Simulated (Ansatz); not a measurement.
`CO[SiH2]C#N`, 10 atoms. Total charge 0; spin multiplicity 1. All runs use 4 threads of an Arm Neoverse N1 on a shared host. Correlated methods freeze the cores.

(1) How many basis functions does each run have, and how long does it take in Ansatz? RKS ωB97M-V/def2-SVP energy; RKS ωB97X-V/def2-TZVPP energy; RKS r2SCANh-D4/def2-TZVPP energy; RHF-CCSD(T)/def2-SVP energy; RKS PBE0-D4/def2-TZVP frequencies; RKS B97M-V/def2-TZVPP energy; RKS PBE0-D4/def2-SVP energy; RKS ωB97M-V/def2-QZVPP energy; RHF-CCSD(T)/def2-TZVPP energy; direct RPA on PBE orbitals/def2-TZVPP energy; RKS PBE0-D4/def2-QZVPP energy; RKS HSE06 (plane-wave form)-D4/def2-TZVPP energy. (An estimate is asked.)

Answers

(1) Ansatz gave: Other jobs shared the machine, so times are rough.

| level | job | functions | wall time | peak host memory (GiB) |
| --- | --- | --- | --- | --- |
| RKS PBE0-D4/def2-SVP | energy | 99 | 1.4 s | 0.45 |
| RKS HSE06 (plane-wave form)-D4/def2-TZVPP | energy | 236 | 4.3 s | 0.54 |
| RKS ωB97M-V/def2-SVP | energy | 99 | 5.5 s | 0.45 |
| RHF-CCSD(T)/def2-SVP | energy | 99 | 6 s | 0.45 |
| RKS r2SCANh-D4/def2-TZVPP | energy | 236 | 7 s | 0.53 |
| direct RPA on PBE orbitals/def2-TZVPP | energy | 236 | 7.5 s | 0.52 |
| RKS ωB97X-V/def2-TZVPP | energy | 236 | 11 s | 0.63 |
| RKS PBE0-D4/def2-QZVPP | energy | 448 | 12 s | 1.4 |
| RKS B97M-V/def2-TZVPP | energy | 236 | 12 s | 0.36 |
| RKS ωB97M-V/def2-QZVPP | energy | 448 | 27 s | 1.7 |
| RHF-CCSD(T)/def2-TZVPP | energy | 236 | 2.7 min | 4.4 |
| RKS PBE0-D4/def2-TZVP | frequencies | 191 | 3.2 min | 0.46 |
